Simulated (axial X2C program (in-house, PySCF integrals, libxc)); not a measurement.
GeC⁻ along the bond: HF, two-component

Computed with an axial X2C code built on PySCF integrals. Two-component (2c) means X2C with spin–orbit coupling and atomic mean-field two-electron Coulomb and Gaunt terms. Basis: Ge dyall-acv3z [10s10p8d5f1g], C dyall-av3z [8s7p3d2f] (cores contracted in-house); Gaussian nuclei, density fitting, unrestricted open shells. Masses: Ge 73.921 u, C 12.000 u.

State: Ω = 1/2 (⟨Sz⟩ = 0.50, ⟨Lz⟩ = 0.00 at HF). Dipoles are positive if C is the positive end and refer to the centre of mass.

Results along the bond:

```tsv
R (Å)	μ (D)	HOMO (eV)	LUMO (eV)
1.518	-1.454	-2.12	3.70
1.588	-1.441	-1.95	3.68
1.640	-1.437	-1.86	3.66
1.693	-1.449	-1.80	3.65
1.745	-1.485	-1.77	3.64
1.806	-1.561	-1.74	3.63
1.867	-1.677	-1.74	3.62
1.946	-1.883	-1.76	3.61
2.042	-2.213	-1.82	3.61
2.181	-2.812	-1.93	3.61
```

One determinant describes the state; a PBE0 search over occupations chose it and may have missed a lower one. PBE0 can misorder states that lie within some tenths of an eV, so this need not be the ground state of the molecule. The nearest other 2c determinant of the search, Ω = 3/2, lies 0.25 eV up at the distance of the search. The determinant is spin-polarised beyond a pure state at some levels (its spin-free form has ⟨S²⟩ too high), which makes Re and μ there less reliable. The LUMO of an anion is an unbound level whose energy the basis sets.
